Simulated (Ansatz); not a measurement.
Species: C4H8BN, SMILES `C=C/C=C(/B)N` (charge 0, multiplicity 1), formula C₄H₈BN.

How many basis functions does Ansatz (a first-principles code) with frozen-core CCSD(T)/cc-pVTZ // PBE0-D4/def2-TZVP use, how many core orbitals are frozen, and how many electrons are correlated?

292 basis functions and 6 frozen orbitals, which leaves 32 correlated electrons. Core time is of the order of minutes.
